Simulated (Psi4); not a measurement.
A dimer, H3Al ··· Cl- (SMILES [AlH3] and [Cl-]) (charge -1); the first 4 atoms form monomer A.

```
5

Al     0.0000     0.0000    -0.0001
H      1.5760    -0.1151     0.0013
H     -0.8876    -1.3073     0.0002
H     -0.6884     1.4224    -0.0014
Cl     0.0041    -0.0034    -5.4324
```

Q: What interaction energy does SAPT0/jun-cc-pVDZ, frozen core in Psi4 give, and which attractive term is the largest?

A: Total -3.63 kcal/mol: electrostatics -3.03, exchange 0.02, induction -0.56, dispersion -0.07. The most attractive term is electrostatics.
